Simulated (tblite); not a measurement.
Compound: C₇H₁₂O₂S.
SMILES with atom numbers: `[CH3:1][S:2](=[O:3])(=[O:4])/[CH:5]=[CH:6]\[CH:7]1[CH2:8][CH2:9][CH2:10]1` (hydrogens: H11, H12, H13 on C1; H14 on C5; H15 on C6; H16 on C7; H17, H18 on C8; H19, H20 on C9; H21, H22 on C10)

Structure used (GFN2-xTB), in Å, numbered top down from 1:
```
atom  x, y, z in Å
C1     3.7453   -0.2968   -0.2205
S2     1.9642   -0.4478   -0.5524
O3     1.7464   -0.2617   -1.9634
O4     1.5022   -1.6795    0.0304
C5     1.2659    0.9377    0.3496
C6    -0.0410    1.1285    0.3886
C7    -1.0118    0.2144   -0.2558
C8    -2.4275    0.7461   -0.5421
C9    -3.0243   -0.4940    0.1385
C10   -1.6359   -0.8423    0.6915
H11    3.8929   -0.3721    0.8491
H12    4.0888    0.6529   -0.6097
H13    4.2418   -1.1145   -0.7283
H14    1.9887    1.5660    0.8385
H15   -0.4550    1.9579    0.9532
H16   -0.5529   -0.2573   -1.1235
H17   -2.6728    0.8830   -1.5923
H18   -2.6446    1.6680   -0.0047
H19   -3.7982   -0.3041    0.8795
H20   -3.3897   -1.2302   -0.5734
H21   -1.5150   -0.5787    1.7406
H22   -1.2780   -1.8561    0.5389
```

All values are computed: GFN2-xTB (tblite) harmonic vibrations without scaling, gas phase. Against measured fundamentals such values can be off by several per cent, at times by over 20. One conformer, not necessarily the lowest.

Harmonic wavenumbers (cm⁻¹): 35.3, 42.1, 75.8, 114.8, 144.8, 157.4, 199.7, 272.5, 290.6, 322.9, 402.7, 456.5, 489.6, 554.7, 648.0, 711.3, 716.8, 731.0, 810.7, 823.6, 853.5, 855.0, 901.0, 914.9, 992.0, 1032.2, 1037.3, 1062.3, 1082.7, 1108.0, 1127.6, 1178.0, 1185.2, 1214.4, 1217.6, 1238.6, 1242.2, 1250.4, 1259.4, 1265.4, 1271.9, 1336.5, 1424.3, 1438.4, 1471.4, 1472.8, 1492.4, 1678.2, 2994.5, 3004.7, 3006.3, 3013.7, 3019.8, 3022.1, 3029.6, 3042.9, 3062.3, 3080.2, 3085.8, 3106.9.

A = 2754, B = 651.4, C = 628.2 MHz; mass 160.056 u (most abundant isotopes); point group C1, symmetry number 1.

Problem. What is the zero-point energy?

Solution. Half the sum of the wavenumbers: 39037 cm⁻¹ = 111.61 kcal/mol.

Problem. Entropy at 200 K, 1 bar (ideal gas, RRHO, classical rotation)?

Solution. Translation 39.16, rotation 28.84, vibration 24.31: S = 92.3 cal/(mol K).

Problem. And Cp and H(200 K) − H(0)?

Solution. Cp = 31.37 cal/(mol K), of which vibrations give 23.43 (their classical limit is 60 R = 119.2); H(200 K) − H(0) = 4.09 kcal/mol without the zero-point energy, 2.50 from vibrations.

Problem. Blend soft modes into free rotors: weight 1/[1 + (100 cm⁻¹/ν̃)⁴] for the oscillator and the rest for a rotor with moment μB/(μ + B), μ = h/(8π²ν), B = 10⁻⁴⁴ kg m². What vibrational entropy results?

Solution. 21.78 cal/(mol K) in place of 24.31, which changes −T·S at 200 K by +0.51 kcal/mol.

Problem. What must be added to the electronic energy to get the Gibbs energy at 200 K and 1 bar?

Solution. ZPE + [H(200 K) − H(0)] − T·S = 111.61 + 4.09 − 18.46 = 97.24 kcal/mol.

Problem. How do the functions run with temperature in this model?

Solution. 
| T (K) | S (cal/(mol K)) | Cp (cal/(mol K)) | H − H(0) (kcal/mol) | G − H(0) (kcal/mol) | ln q(vib) |
| --- | --- | --- | --- | --- | --- |
| 150 | 84.1 | 26.1 | 2.65 | -9.96 | 4.35 |
| 250 | 99.9 | 37.1 | 5.80 | -19.18 | 7.50 |
| 298.15 | 107.0 | 43.0 | 7.73 | -24.17 | 8.97 |
| 400 | 121.4 | 55.3 | 12.74 | -35.80 | 12.04 |
| 600 | 147.6 | 74.0 | 25.80 | -62.74 | 18.01 |
| 900 | 181.2 | 91.5 | 50.86 | -112.22 | 26.51 |

q(vib) and H(0) count from the zero-point level.

Problem. Which modes carry the vibrational entropy at 200 K?

Solution. 35.3 cm⁻¹: 4.72; 42.1 cm⁻¹: 4.37; 75.8 cm⁻¹: 3.22; 114.8 cm⁻¹: 2.42; 144.8 cm⁻¹: 1.99; 157.4 cm⁻¹: 1.84 cal/(mol K); the other 54 give 5.75 together.

Hindered rotation and anharmonicity are outside this model. Other conformers, if any are populated, would add a mixing term that is left out. The structure is chiral; the term R ln 2 for an equal mix with its mirror image is left out.

Hardware: one thread, Arm Neoverse V2, shared host. The figure is for the frequency step alone.
